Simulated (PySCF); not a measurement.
H3O3Ta, SMILES [OH][Ta]([OH])[OH] (connectivity only; charge and spin as stated), neutral, multiplicity 3.

Geometry: r2SCAN-D4/def2-SVP. The spin state was assumed, not searched. The def2 effective core potentials stand for the cores of Ta; spin–orbit coupling is left out. Other conformers were not sampled.

These are PBE/def2-TZVPD (PySCF) values and carry that method's errors.

```json
{
  "total_energy": "-284.50173 hartree",
  "point_group": "Cs",
  "α spin, highest occupied and lowest empty level": "-2.97 and -1.66 eV",
  "β spin, highest occupied and lowest empty level": "-6.99 and -2.56 eV",
  "dipole_moment": "2.26 D",
  "quadrupole, principal values (traceless, Buckingham form, about the centre of nuclear charge)": "-9.20, 1.54, 7.65 D·Å",
  "mean_static_polarisability": "69.4 bohr³ (10.28 Å³)",
  "polarisability_principal_values": "68.3, 68.7, 71.1 bohr³",
  "⟨S²⟩": "2.006 (pure state 2.00)"
}
```
